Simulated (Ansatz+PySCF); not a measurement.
## quintet FeF2: levels of theory in one basis

| atom | x (Å) | y (Å) | z (Å) |
| --- | --- | --- | --- |
| Fe | 0.0000 | 0.0000 | 0.0000 |
| F | 0.0000 | 0.0000 | 1.7550 |
| F | 0.0000 | 0.0000 | -1.7550 |

Basis set: def2-SVP (spherical functions). Frozen core: 7 orbitals. Correlation on ROHF uses semicanonical orbitals with singles. Charge 0, multiplicity 5.

Computed with Ansatz (development build ahead of 0.2.0); each method stands on the lowest determinant of its kind that the runs found.

```json
{"method": "ROHF", "E − E(ROHF) (eV)": "0.00", "<S²> of the determinant": "6.00"}
{"method": "UHF", "E − E(ROHF) (eV)": "-0.15", "<S²> of the determinant": "6.01"}
{"method": "ROHF-MP2", "E − E(ROHF) (eV)": "-17.22", "<S²> of the determinant": "–"}
{"method": "UHF-MP2", "E − E(ROHF) (eV)": "-17.25", "<S²> of the determinant": "6.01"}
```

Problem. Is a single determinant a sound starting point here?

Solution. By this sign, yes. Unrestricted orbitals gain 0.15 eV and <S²> is 6.01 against 6.00 for a pure state.
